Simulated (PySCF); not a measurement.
## Mn: excitation energy

Mn [Ar] 3d5 4s2 (6S) → Mn [Ar] 3d7 (4F), as a difference of total energies. Computed with PySCF 2.14 in aug-cc-pVDZ (7s6p4d2f, 59 functions), with the non-relativistic Hamiltonian (point nucleus). Correlated levels: valence: [Ar] frozen. The calculations carry no spin-orbit coupling.

| method | excitation energy (cm⁻¹) |
| --- | --- |
| UHF | 69766 |
| MP2 (valence) | 49327 |
| SCS-MP2 (valence) | 48863 |
| CCSD (valence) | 52426 |
| CCSD(T) (valence) | 50813 |

The coupled-cluster amplitudes are large for the upper state (T1 above 0.03 or a double amplitude above 0.15), so a single reference is strained.
